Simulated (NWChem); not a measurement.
System: SiN₂H₄F₂; SMILES N[Si](N)(F)F

Output (shortened):

```
             Northwest Computational Chemistry Package (NWChem) 7.3.0
             --------------------------------------------------------

 C2  symmetry detected

                             Geometry "geometry" -> ""
                             -------------------------

 Output coordinates in angstroms (scale by  1.889725989 to convert to a.u.)

  No.       Tag          Charge          X              Y              Z
 ---- ---------------- ---------- -------------- -------------- --------------
    1 N                    7.0000     1.19491850     0.70289455     0.97328140
    2 Si                  14.0000     0.00000000     0.00000000    -0.01260460
    3 N                    7.0000    -1.19491850    -0.70289455     0.97328140
    4 F                    9.0000    -0.79972137     0.98239826    -1.00529410
    5 F                    9.0000     0.79972137    -0.98239826    -1.00529410
    6 H                    1.0000     2.12231836     0.88461392     0.61239890
    7 H                    1.0000     0.93825881     1.34588545     1.71051040
    8 H                    1.0000    -2.12231836    -0.88461392     0.61239890
    9 H                    1.0000    -0.93825881    -1.34588545     1.71051040

 Effective nuclear repulsion energy (a.u.)     263.6307503503

      Symmetry information
      --------------------

 Group name             C2
 Group number              4
 Group order               2
 No. of unique centers     5

                                 NWChem DFT Module
                                 -----------------

 Summary of "ao basis" -> "ao basis" (spherical)
 ------------------------------------------------------------------------------
       Tag                 Description            Shells   Functions and Types
 ---------------- ------------------------------  ------  ---------------------
 N                           6-31g*                  6       14   3s2p1d
 Si                          6-31g*                  8       18   4s3p1d
 F                           6-31g*                  6       14   3s2p1d
 H                           6-31g*                  2        2   2s

      Symmetry analysis of basis
      --------------------------

        a          42
        b          40

            General Information
            -------------------
          SCF calculation type: DFT
          Wavefunction type:  closed shell.
          No. of atoms     :     9
          No. of electrons :    50
           Alpha electrons :    25
            Beta electrons :    25
          Charge           :     0
          Spin multiplicity:     1
          Use of symmetry is: on ; symmetry adaption is: on
          Maximum number of iterations: 150
          AO basis - number of functions:    82
                     number of shells:    40
          Convergence on energy requested:  1.00D-06
          Convergence on density requested:  1.00D-05
          Convergence on gradient requested:  5.00D-04

              XC Information
              --------------
                         B3LYP Method XC Potential
                     Hartree-Fock (Exact) Exchange  0.200
                        Slater Exchange Functional  0.800 local
                    Becke 1988 Exchange Functional  0.720 non-local
              Lee-Yang-Parr Correlation Functional  0.810
                  VWN I RPA Correlation Functional  0.190 local

             Grid Information
             ----------------
          Grid used for XC integration:  medium
          Radial quadrature: Mura-Knowles
          Angular quadrature: Lebedev.
          Tag              B.-S. Rad. Rad. Pts. Rad. Cut. Ang. Pts.
          ---              ---------- --------- --------- ---------
          N                   0.65       49          10.0       434
          Si                  1.10       88           8.0       590
          F                   0.50       49           9.0       434
          H                   0.35       45          11.0       434
          Grid pruning is: on
          Number of quadrature shells:   276
          Spatial weights used:  Erf1

      Superposition of Atomic Density Guess
      -------------------------------------

 Sum of atomic energies:        -598.14237821

      Non-variational initial energy
      ------------------------------

 Total energy =    -599.835692
 1-e energy   =   -1352.666380
 2-e energy   =     489.199938
 HOMO         =      -0.366476
 LUMO         =       0.054221

      Symmetry analysis of molecular orbitals - initial
      -------------------------------------------------

  Numbering of irreducible representations:

     1 a           2 b

  Orbital symmetries:

     1 a           2 a           3 b           4 a           5 b
     6 a           7 b           8 a           9 b          10 a
    11 b          12 a          13 b          14 a          15 b
    16 a          17 b          18 a          19 a          20 b
    21 b          22 a          23 b          24 b          25 a
    26 a          27 b          28 a          29 b          30 a
    31 b          32 b          33 a          34 a          35 b

     ---------------------------------------------
      Total Density - Mulliken Population Analysis
     ---------------------------------------------

    Atom       Charge   Shell Charges
 -----------   ------   -------------------------------------------------------
    1 N    7     8.19   2.00  0.81  2.67  0.81  1.90  0.01
    2 Si  14    12.20   2.00  2.00  5.97  0.67  1.02  0.06  0.19  0.31
    3 N    7     8.19   2.00  0.81  2.67  0.81  1.90  0.01
    4 F    9     9.61   2.00  0.95  3.47  1.00  2.18  0.01
    5 F    9     9.61   2.00  0.95  3.47  1.00  2.18  0.01
    6 H    1     0.55   0.40  0.15
    7 H    1     0.55   0.40  0.15
    8 H    1     0.55   0.40  0.15
    9 H    1     0.55   0.40  0.15

   convergence    iter        energy       DeltaE   RMS-Dens  Diis-err
 ---------------- ----- ----------------- --------- --------- ---------
 d= 0,ls=0.0,diis     1   -601.1785928799 -8.65D+02  1.42D-02  9.05D-01
 d= 0,ls=0.0,diis     2   -601.1722487393  6.34D-03  6.66D-03  1.19D+00
 d= 0,ls=0.0,diis     3   -601.2699721193 -9.77D-02  9.78D-04  2.60D-02
 d= 0,ls=0.0,diis     4   -601.2715859957 -1.61D-03  4.38D-04  3.63D-03
 d= 0,ls=0.0,diis     5   -601.2719228275 -3.37D-04  1.01D-04  2.74D-04
  Resetting Diis
 d= 0,ls=0.0,diis     6   -601.2719517595 -2.89D-05  1.06D-05  7.02D-07
 d= 0,ls=0.0,diis     7   -601.2719518398 -8.03D-08  4.27D-06  6.83D-08

         Total DFT energy =     -601.271951839842
      One electron energy =    -1357.193774764110
           Coulomb energy =      549.734366762428
    Exchange-Corr. energy =      -57.443294188448
 Nuclear repulsion energy =      263.630750350287

 Numeric. integr. density =       49.999998274555

                  Occupations of the irreducible representations
                  ----------------------------------------------

                     irrep           alpha         beta
                     --------     --------     --------
                     a                13.0         13.0
                     b                12.0         12.0

                       DFT Final Molecular Orbital Analysis
                       ------------------------------------

 Vector   23  Occ=2.000000D+00  E=-3.842545D-01  Symmetry=b
              MO Center= -4.2D-14,  4.3D-14, -5.0D-01, r^2= 2.9D+00
   Bfn.  Coefficient  Atom+Function         Bfn.  Coefficient  Atom+Function
  ----- ------------  ---------------      ----- ------------  ---------------
    49      0.335853  4 F  px                63      0.335853  5 F  px
    53      0.233951  4 F  px                67      0.233951  5 F  px
    51     -0.230773  4 F  pz                65      0.230773  5 F  pz
    55     -0.165555  4 F  pz                69      0.165555  5 F  pz
     5      0.125503  1 N  pz                37     -0.125503  3 N  pz

 Vector   24  Occ=2.000000D+00  E=-2.754158D-01  Symmetry=b
              MO Center= -3.9D-13, -2.2D-13,  8.5D-01, r^2= 2.9D+00
   Bfn.  Coefficient  Atom+Function         Bfn.  Coefficient  Atom+Function
  ----- ------------  ---------------      ----- ------------  ---------------
     4      0.308310  1 N  py                36      0.308310  3 N  py
     8      0.250369  1 N  py                40      0.250369  3 N  py
     5     -0.233253  1 N  pz                37      0.233253  3 N  pz
     9     -0.197302  1 N  pz                41      0.197302  3 N  pz
    22      0.107735  2 Si py                51     -0.107820  4 F  pz

[...]

                         DFT ENERGY GRADIENTS

    atom               coordinates                        gradient
                 x          y          z           x          y          z
   1 N       2.258069   1.328278   1.839235   -0.000017  -0.000009  -0.000012
   2 Si      0.000000   0.000000  -0.023819    0.000000   0.000000  -0.000029
   3 N      -2.258069  -1.328278   1.839235    0.000017   0.000009  -0.000012
   4 F      -1.511254   1.856464  -1.899730    0.000015  -0.000023   0.000023
   5 F       1.511254  -1.856464  -1.899730   -0.000015   0.000023   0.000023
   6 H       4.010600   1.671678   1.157266    0.000001   0.000002   0.000001
   7 H       1.773052   2.543355   3.232396    0.000001   0.000002   0.000002
   8 H      -4.010600  -1.671678   1.157266   -0.000001  -0.000002   0.000001
   9 H      -1.773052  -2.543355   3.232396   -0.000001  -0.000002   0.000002
```

Level: B3LYP/6-31G* (spherical d). All runs use the structure optimised with B3LYP/6-31G* (spherical d).

### Question
Write an input that gives this output.

### Answer
Several could match; the one computed here: the input that was run:
```
start job
memory heap 200 mb stack 900 mb global 1100 mb
geometry units angstroms noautoz
  N     -0.243221    -1.364820     0.991680
  Si     0.000000    -0.000000     0.005794
  N      0.243219     1.364821     0.991680
  F      1.266363    -0.031451    -0.986894
  F     -1.266360     0.031451    -0.986897
  H     -0.708343    -2.187470     0.630797
  H      0.412128    -1.588045     1.728909
  H      0.708343     2.187471     0.630798
  H     -0.412130     1.588045     1.728909
end
basis spherical
  * library 6-31g*
end
dft
  xc b3lyp
  iterations 150
  mulliken
end
task dft gradient
```
